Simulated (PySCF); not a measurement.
**[Tl(OH)2]− at several levels of theory**

Computed with PySCF 2.14.0 (density fitting, no spin-orbit coupling) at the geometry relaxed with PBE:

```xyz
5
[Tl(OH)2]− (singlet)
Tl    1.4306   -0.4338    0.0318
O    -0.0950    0.1473    1.6164
H    -0.8751    0.3443    1.0587
O    -0.0950   -0.0897   -1.6206
H    -0.8751    0.1864   -1.0975
```

| level | basis | state | HOMO (eV) | gap (eV) | charge on Tl1 (e) | dipole about the centre of mass (D) | largest force component (eV/Å) |
| --- | --- | --- | --- | --- | --- | --- | --- |
| PBE | Tl def2-SVP with ECP60, O def2-SVP, H def2-SVP | singlet | 0.40 | 3.21 | -0.12 | 1.91 | 0.01 |
| CAM-B3LYP | the same | singlet | -1.96 | 6.84 | 0.01 | 2.45 | 0.73 |
| TPSS | the same | singlet | 0.36 | 3.36 | -0.08 | 2.04 | 0.08 |
| BP86 | the same | singlet | 0.25 | 3.24 | -0.12 | 1.88 | 0.05 |
| PBE | Tl def2-TZVP with ECP60, O def2-TZVP, H def2-TZVP | singlet | -0.05 | 3.17 | 0.09 | 3.07 | 0.21 |
| PBE | Tl x2c-SVPall, O x2c-SVPall, H x2c-SVPall | singlet | 0.38 | 3.31 | -0.08 | 1.89 | 0.21 |

Charges are Mulliken's, which hang on the basis. The relaxation used the grid (50, 194), these runs (75, 302) or, all-electron (x2c bases, spin-free X2C Hamiltonian), (99, 590).

**Question.** What does B3LYP with Tl def2-SVP with ECP60, O def2-SVP, H def2-SVP give here?

**Answer.** state singlet, HOMO (eV) -0.55, gap (eV) 4.46, charge on Tl1 (e) -0.02, dipole about the centre of mass (D) 2.32, largest force component (eV/Å) 0.41. Time: 1.7 s on 2 threads of Arm Neoverse V1, with other jobs on the host, from an already converged density.

In the first row's basis the gap widens with exact exchange: 3.2 to 3.4 eV for PBE, BP86, TPSS (none); 4.5 eV for B3LYP (a fixed share); 6.8 eV for CAM-B3LYP (rising or full at long range).

The highest filled level of some runs lies above zero, as often for anions with such functionals and bases.
